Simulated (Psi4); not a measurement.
Here is a job for Psi4.
```
memory 2 GB

molecule mol {
1 2
Si    0.000867    0.003477    0.529362
Cl    1.150751    1.375041   -0.228899
Cl   -1.151465   -1.377904   -0.207046
}

set {
  basis 6-31g*
  reference uhf
}

energy('ccsd(t)')
print_variables()
```

Problem. Predict the SCF-reference <S^2> from CCSD(T)/6-31G* (Psi4 1.11).

Solution. 0.759

Problem. Predict the nuclear repulsion energy from CCSD(T)/6-31G*.

Solution. 172.1991 Eh

Problem. What number of basis functions does CCSD(T)/6-31G* give?

Solution. 57

Problem. What is the computed coupled-cluster correlation energy (without the perturbative part) (CCSD(T)/6-31G*)?

Solution. -0.3728 Eh

Problem. What is the computed total energy (CCSD(T)/6-31G*)?

Solution. -1207.9982 Eh

These values belong to the state on which the SCF converged, which isn't shown to be the lowest.
